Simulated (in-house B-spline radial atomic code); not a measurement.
Orbital energies and mean radii along the 7-electron series, configuration 1s2 2s2 2p1/2(2) 2p3/2(1). The effective charge is n√(-2ε), a non-relativistic measure. Computed with a B-spline radial code for spherical atoms: Dirac-Hartree-Fock, jj configuration that fills j = l - 1/2 first, finite nuclei.

```csv
ion,Z,energy of 2s1/2 (Eh),mean radius of 2s1/2 (bohr),energy of 1s1/2 (Eh),mean radius of 1s1/2 (bohr),energy of 2p3/2 (Eh),mean radius of 2p3/2 (bohr),energy of 2p1/2 (Eh),mean radius of 2p1/2 (bohr),effective charge of 2s1/2
N,7,-0.96676,1.3247,-15.68,0.22807,-0.52408,1.4341,-0.49144,1.4593,2.781
O+,8,-1.8201,1.0854,-21.401,0.19825,-1.2619,1.0916,-1.222,1.1016,3.8159
F2+,9,-2.9368,0.91794,-28.146,0.17525,-2.259,0.887,-2.2119,0.89206,4.8471
Ne3+,10,?,?,?,?,?,?,?,?,?
Mg5+,12,?,?,?,?,?,?,?,?,?
Al6+,13,-9.9588,0.5671,-65.263,0.11947,-8.7805,0.51303,-8.7172,0.51322,8.9258
Si7+,14,-12.349,0.51758,-77.075,0.11062,-11.04,0.46462,-10.977,0.46441,9.9396
P8+,15,-14.994,0.47598,-89.901,0.10298,-13.55,0.42464,-13.491,0.4241,10.952
S9+,16,-17.893,0.44053,-103.74,0.096308,-16.311,0.39104,-16.259,0.39024,11.964
```

Problem. Fill in the row of Ne3+.

Solution. energy of 2s1/2 (Eh): -4.3106; mean radius of 2s1/2 (bohr): 0.79505; energy of 1s1/2 (Eh): -35.906; mean radius of 1s1/2 (bohr): 0.15699; energy of 2p3/2 (Eh): -3.5108; mean radius of 2p3/2 (bohr): 0.74894; energy of 2p1/2 (Eh): -3.4574; mean radius of 2p1/2 (bohr): 0.75176; effective charge of 2s1/2: 5.8723.

Problem. Fill in the row of Mg5+.

Solution. energy of 2s1/2 (Eh): -7.8221; mean radius of 2s1/2 (bohr): 0.62705; energy of 1s1/2 (Eh): -54.465; mean radius of 1s1/2 (bohr): 0.12984; energy of 2p3/2 (Eh): -6.7723; mean radius of 2p3/2 (bohr): 0.57289; energy of 2p1/2 (Eh): -6.7105; mean radius of 2p1/2 (bohr): 0.57364; effective charge of 2s1/2: 7.9106.

Problem. How does the screening of 2s1/2 change?

Solution. Z less the effective charge goes from 4.22 at Z = 7 to 4.04 at Z = 16.
